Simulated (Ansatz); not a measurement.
Reaction (ligand exchange at a Zr–Cl bond): `[OH][Zr]([OH])([SH])[Cl]` + CH₃OH → `C[O][Zr]([OH])([OH])[SH]` + HCl

Isolated molecules relaxed with PBE0-D4/def2-TZVP in Ansatz; ΔE leaves out vibrations. CCSD(T)/CBS adds triple-zeta CCSD(T) − MP2 to the extrapolated MP2 energy (def2 sets, frozen cores). This one scheme is used for every species. Functionals use def2-TZVPP. B3LYP here is the variant with VWN-RPA as its local correlation; programs differ in this. Elements past krypton have def2 core potentials. For Zr outer-core shells are correlated without core-valence functions, which leaves a few kJ/mol of doubt a bond. One conformer a species, not always the lowest.

| level | ΔE (kJ/mol) |
| --- | --- |
| ωB97M-V | 29.0 |
| B3LYP | 28.1 |
| MP2/def2-TZVPP | 26.0 |
| SCS-MP2/def2-QZVPP | 26.4 |

Task: What does CCSD(T)/CBS give? (Estimate.)

Result: Computed: +27.8 kJ/mol. The listed levels differ from it by 1.2, 0.3, -1.8, -1.4 kJ/mol.

Largest T1 diagnostic among the species: 0.017.

In def2-TZVPP, CCSD(T) changes the Hartree–Fock value by −10.8 kJ/mol (the triples alone add −0.0 kJ/mol) and MP2 by −9.2 kJ/mol. From PBE to PBE0 (25 % exact exchange), in def2-TZVPP and without D4, ΔE moves by +3.7 kJ/mol.
